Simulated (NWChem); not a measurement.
water (H2O); SMILES O

```xyz
3

O      0.0000     0.0000     0.1333
H      0.7542     0.0000    -0.4650
H     -0.7542     0.0000    -0.4650
```
Atoms are numbered in this order, from 1.

Coordinates come from a PBE0/def2-SVP optimisation. Not confirmed as a minimum by frequencies.

**Question.** Give the principal values of the shielding tensors (ppm) of O1 from LDA (Slater exchange, VWN5)/pcSseg-1, GIAO (NWChem), with their diamagnetic and paramagnetic parts as GIAO splits them.

**Answer.** 
```json
[
 {"atom": "O1", "σ11": "322.9", "σ22": "347.4", "σ33": "357.9", "isotropic": "342.7", "diamagnetic": "384.1", "paramagnetic": "-41.3"}
]
```
